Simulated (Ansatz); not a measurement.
Input file for CH6AlGaOSe, SMILES `[CH3][Al]([OH])[Se][GaH2]`:

```yaml
crystal:
  periodic: [false, false, false]
  atoms:
    - {symbol: C, position_ang: [-1.688806, 0.237581, 1.616237]}
    - {symbol: Al, position_ang: [-0.533473, -0.280907, 0.153704]}
    - {symbol: O, position_ang: [0.949078, 0.614978, -0.165362]}
    - {symbol: Se, position_ang: [-0.417045, -1.827365, -1.480920]}
    - {symbol: Ga, position_ang: [1.619010, -0.498806, -1.819235]}
    - {symbol: H, position_ang: [-2.020638, 1.274462, 1.508899]}
    - {symbol: H, position_ang: [-1.168482, 0.158391, 2.575355]}
    - {symbol: H, position_ang: [-2.576684, -0.396581, 1.663068]}
    - {symbol: H, position_ang: [1.364717, 1.370486, 0.249384]}
    - {symbol: H, position_ang: [1.539978, 0.522930, -3.004751]}
    - {symbol: H, position_ang: [2.932345, -1.175179, -1.296379]}
basis:
  gaussian: {orbitals: def2-SVP}
correlation: {method: ccsd_t}
```

```sh
$ ansatz run in.yaml --threads 2 --pin off --events-out ev --progress --plain --max-ram 32768MiB --backend cuda --devices 0, --max-vram 18GiB
```

Log, shortened:

```
Functional definition: HF
1376 factors; integrals over basis functions are off by at most 1.3e-3 eV
mean field evaluation 1: about -127364.6072 eV, gradient 3.7e1 eV
mean field evaluation 2: about -127364.6415 eV, gradient 3.7e1 eV
mean field evaluation 4: about -127367.8775 eV, gradient 3.4e0 eV
mean field evaluation 8: about -127367.9242 eV, gradient 3.8e-4 eV
mean field -127367.92422434 eV, -4680.6848821647 hartree, gradient 6.0e-6 eV, S^2 0.000000; 0 other end points of the search recorded, 0 dependent functions left out
25 core orbitals not correlated: weight in the atoms' cores, before any rotation towards them, 1.000 or more for the frozen orbitals, at most 0.000 for the correlated occupied ones
reference -127367.92422434 eV, -4680.6848821647 hartree; 24, 24 occupied and 91, 91 virtual orbitals, 1376 factors
second order -22.98445137 eV of doubles, -0.00000000 eV of singles
cycle   1  -22.90915168 eV  change    7.5e-2 eV  update   1.1e-1
cycle   2  -23.57701709 eV  change   -6.7e-1 eV  update   3.4e-2
cycle   3  -23.69455771 eV  change   -1.2e-1 eV  update   1.7e-2
cycle   4  -23.68094974 eV  change    1.4e-2 eV  update   4.0e-3
cycle   5  -23.68080909 eV  change    1.4e-4 eV  update   1.6e-3
cycle   6  -23.68086061 eV  change   -5.2e-5 eV  update   5.2e-4
cycle   7  -23.68050158 eV  change    3.6e-4 eV  update   1.8e-4
cycle   8  -23.68051342 eV  change   -1.2e-5 eV  update   6.4e-5
cycle   9  -23.68054477 eV  change   -3.1e-5 eV  update   2.2e-5
perturbative correction -0.67754784 eV, -0.0248994240 hartree
Total energy: -127392.28231695 eV, -4681.5800255577 hartree
```

Run time 4.9 s (2 threads of an AMD EPYC 7R13 on a shared host and a share of an NVIDIA H100 80 GB); peak host memory 0.78 GiB.

Correlation energy per correlated electron: -0.507 eV. T1 diagnostic: 0.0111.
